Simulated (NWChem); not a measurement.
System: CH$_{6}$AlClSi; SMILES [CH3][Al]([SiH3])[Cl]

Here is an NWChem input.

```
start job
memory heap 200 mb stack 900 mb global 1100 mb
geometry units angstroms noautosym nocenter noautoz
  Al    -0.374402    -0.200266     0.104117
  Cl     1.174686    -1.666772     0.129406
  C     -2.232990    -0.809420     0.162885
  H     -2.802855    -0.413894    -0.705266
  H     -2.738293    -0.421336     1.073742
  H     -2.318414    -1.914399     0.163350
  Si     0.392294     2.129796     0.008161
  H     -0.753293     3.111527    -0.006772
  H      1.218880     2.372823    -1.230725
  H      1.261209     2.459030     1.197161
end
basis spherical
  * library aug-cc-pvdz
end
dft
  xc b3lyp
  iterations 150
end
property
  response 1 0.0773
end
task dft property
```

NWChem printed, in part:

```
             Northwest Computational Chemistry Package (NWChem) 7.3.0
             --------------------------------------------------------

                             Geometry "geometry" -> ""
                             -------------------------

 Output coordinates in angstroms (scale by  1.889725989 to convert to a.u.)

  No.       Tag          Charge          X              Y              Z
 ---- ---------------- ---------- -------------- -------------- --------------
    1 Al                  13.0000    -0.37440200    -0.20026600     0.10411700
    2 Cl                  17.0000     1.17468600    -1.66677200     0.12940600
    3 C                    6.0000    -2.23299000    -0.80942000     0.16288500
    4 H                    1.0000    -2.80285500    -0.41389400    -0.70526600
    5 H                    1.0000    -2.73829300    -0.42133600     1.07374200
    6 H                    1.0000    -2.31841400    -1.91439900     0.16335000
    7 Si                  14.0000     0.39229400     2.12979600     0.00816100
    8 H                    1.0000    -0.75329300     3.11152700    -0.00677200
    9 H                    1.0000     1.21888000     2.37282300    -1.23072500
   10 H                    1.0000     1.26120900     2.45903000     1.19716100

 Effective nuclear repulsion energy (a.u.)     234.2068648350

                              NWChem Property Module
                              ----------------------

                                 NWChem DFT Module
                                 -----------------

 Summary of "ao basis" -> "ao basis" (spherical)
 ------------------------------------------------------------------------------
       Tag                 Description            Shells   Functions and Types
 ---------------- ------------------------------  ------  ---------------------
 Al                       aug-cc-pvdz               11       27   5s4p2d
 Cl                       aug-cc-pvdz               11       27   5s4p2d
 C                        aug-cc-pvdz                9       23   4s3p2d
 H                        aug-cc-pvdz                5        9   3s2p
 Si                       aug-cc-pvdz               11       27   5s4p2d

            General Information
            -------------------
          SCF calculation type: DFT
          Wavefunction type:  closed shell.
          No. of atoms     :    10
          No. of electrons :    56
           Alpha electrons :    28
            Beta electrons :    28
          Charge           :     0
          Spin multiplicity:     1
          Use of symmetry is: off; symmetry adaption is: off
          Maximum number of iterations: 150
          AO basis - number of functions:   158
                     number of shells:    72
          Convergence on energy requested:  1.00D-06
          Convergence on density requested:  1.00D-05
          Convergence on gradient requested:  5.00D-04

              XC Information
              --------------
                         B3LYP Method XC Potential
                     Hartree-Fock (Exact) Exchange  0.200
                        Slater Exchange Functional  0.800 local
                    Becke 1988 Exchange Functional  0.720 non-local
              Lee-Yang-Parr Correlation Functional  0.810
                  VWN I RPA Correlation Functional  0.190 local

             Grid Information
             ----------------
          Grid used for XC integration:  medium
          Radial quadrature: Mura-Knowles
          Angular quadrature: Lebedev.
          Tag              B.-S. Rad. Rad. Pts. Rad. Cut. Ang. Pts.
          ---              ---------- --------- --------- ---------
          Al                  1.25       88          15.0       590
          Cl                  1.00       88          17.0       590
          C                   0.70       49          16.0       434
          H                   0.35       45          17.0       434
          Si                  1.10       88          17.0       590
          Grid pruning is: on
          Number of quadrature shells:   583
          Spatial weights used:  Erf1

      Superposition of Atomic Density Guess
      -------------------------------------

 Sum of atomic energies:       -1030.84996996

      Non-variational initial energy
      ------------------------------

 Total energy =   -1032.062517
 1-e energy   =   -1891.652858
 2-e energy   =     625.383476
 HOMO         =      -0.288816
 LUMO         =      -0.011341

   convergence    iter        energy       DeltaE   RMS-Dens  Diis-err
 ---------------- ----- ----------------- --------- --------- ---------
 d= 0,ls=0.0,diis     1  -1033.9273847965 -1.27D+03  1.11D-02  3.71D-01
 d= 0,ls=0.0,diis     2  -1033.9432915012 -1.59D-02  3.09D-03  1.85D-01
 d= 0,ls=0.0,diis     3  -1033.9697205692 -2.64D-02  8.87D-04  3.11D-02
 d= 0,ls=0.0,diis     4  -1033.9745395470 -4.82D-03  1.16D-04  1.40D-04
 d= 0,ls=0.0,diis     5  -1033.9745633577 -2.38D-05  3.65D-05  4.06D-05
  Resetting Diis
 d= 0,ls=0.0,diis     6  -1033.9745691340 -5.78D-06  1.05D-05  3.05D-06
 d= 0,ls=0.0,diis     7  -1033.9745695823 -4.48D-07  4.10D-06  1.23D-07

         Total DFT energy =    -1033.974569582348
      One electron energy =    -1895.390600492500
           Coulomb energy =      702.739176039845
    Exchange-Corr. energy =      -75.530009964667
 Nuclear repulsion energy =      234.206864834975

 Numeric. integr. density =       56.000002062984

                       DFT Final Molecular Orbital Analysis
                       ------------------------------------

 Vector   26  Occ=2.000000D+00  E=-3.300395D-01
              MO Center=  1.1D+00, -1.5D+00,  1.2D-01, r^2= 1.9D+00
   Bfn.  Coefficient  Atom+Function         Bfn.  Coefficient  Atom+Function
  ----- ------------  ---------------      ----- ------------  ---------------
    38      0.578431   2 Cl pz               41      0.434441   2 Cl pz
    11      0.084586   1 Al pz              118     -0.063395   7 Si pz
   141      0.063257   9 H  s               150     -0.061962  10 H  s
   115     -0.061394   7 Si pz               44      0.054189   2 Cl pz
    21     -0.042712   1 Al d  1             19     -0.035238   1 Al d -1

 Vector   27  Occ=2.000000D+00  E=-3.275932D-01
              MO Center=  6.2D-01, -8.8D-01,  1.1D-01, r^2= 4.0D+00
   Bfn.  Coefficient  Atom+Function         Bfn.  Coefficient  Atom+Function
  ----- ------------  ---------------      ----- ------------  ---------------
    36      0.477140   2 Cl px               39      0.329892   2 Cl px
    10      0.160507   1 Al py               37      0.159697   2 Cl py
     4      0.147163   1 Al s                59      0.145713   3 C  px
    40      0.142860   2 Cl py              116     -0.143432   7 Si px
     3      0.135870   1 Al s               114     -0.134725   7 Si py

 Vector   28  Occ=2.000000D+00  E=-2.723911D-01
              MO Center= -2.5D-01,  4.9D-01,  7.8D-02, r^2= 4.9D+00
   Bfn.  Coefficient  Atom+Function         Bfn.  Coefficient  Atom+Function
  ----- ------------  ---------------      ----- ------------  ---------------
   114      0.280755   7 Si py               59      0.254865   3 C  px
    10     -0.239534   1 Al py              117      0.218468   7 Si py
    37      0.214852   2 Cl py                9     -0.191670   1 Al px
    40      0.148402   2 Cl py               57      0.138694   3 C  s
    22      0.124478   1 Al d  2             36      0.109313   2 Cl px

 Vector   29  Occ=0.000000D+00  E=-6.854006D-02
              MO Center= -2.5D-01,  2.5D-01,  7.8D-02, r^2= 4.6D+00
   Bfn.  Coefficient  Atom+Function         Bfn.  Coefficient  Atom+Function
  ----- ------------  ---------------      ----- ------------  ---------------
    14      0.584289   1 Al pz               11      0.435409   1 Al pz
   143      0.230117   9 H  s               152     -0.229063  10 H  s
    88     -0.178019   5 H  s                79      0.172576   4 H  s
    38     -0.161092   2 Cl pz               41     -0.155200   2 Cl pz
   121      0.152706   7 Si pz               44     -0.110101   2 Cl pz

 Vector   30  Occ=0.000000D+00  E=-3.335224D-02
              MO Center= -7.5D-01,  2.0D-01,  1.1D-01, r^2= 1.3D+01
   Bfn.  Coefficient  Atom+Function         Bfn.  Coefficient  Atom+Function
  ----- ------------  ---------------      ----- ------------  ---------------
   109      1.109680   7 Si s                 5     -0.848248   1 Al s
     4     -0.670538   1 Al s                58      0.553819   3 C  s
   143     -0.472637   9 H  s               152     -0.468837  10 H  s
    57      0.386482   3 C  s                89     -0.290971   5 H  s
    80     -0.270071   4 H  s               108      0.270242   7 Si s

 Vector   31  Occ=0.000000D+00  E=-9.962160D-03
              MO Center= -8.3D-02,  4.2D-01,  8.2D-02, r^2= 1.2D+01
   Bfn.  Coefficient  Atom+Function         Bfn.  Coefficient  Atom+Function
  ----- ------------  ---------------      ----- ------------  ---------------
   134      0.618043   8 H  s                15      0.531858   1 Al px
   143     -0.391076   9 H  s               152     -0.391332  10 H  s
   119      0.315827   7 Si px               12      0.290649   1 Al px
    16     -0.238687   1 Al py               31     -0.222665   2 Cl s
     4      0.215360   1 Al s                23      0.209072   1 Al d -2

[...]

 DFT Linear Response polarizability / au
 Frequency  =       0.0773000 / au
 Wavelength =     589.4353558 / nm
              X              Y              Z
 -----------------------------------------------
 X      97.9891935      4.9623956     -0.6787933
 Y       4.9622269    109.9677785     -1.4133565
 Z      -0.6787836     -1.4133532     73.5191610
 -----------------------------------------------
 Eigenvalues =      96.2016159    111.8199924     73.4545247
 Isotropic   =      93.8253777
 Anisotropic =      33.4161110
 -----------------------------------------------

 Magnetic Dipole Response Matrix (nonzero elements):
```

Level: B3LYP/aug-cc-pVDZ. All runs use the structure optimised with PBE-D3(BJ)/def2-SVP. B3LYP is NWChem's, with the RPA form of VWN correlation.
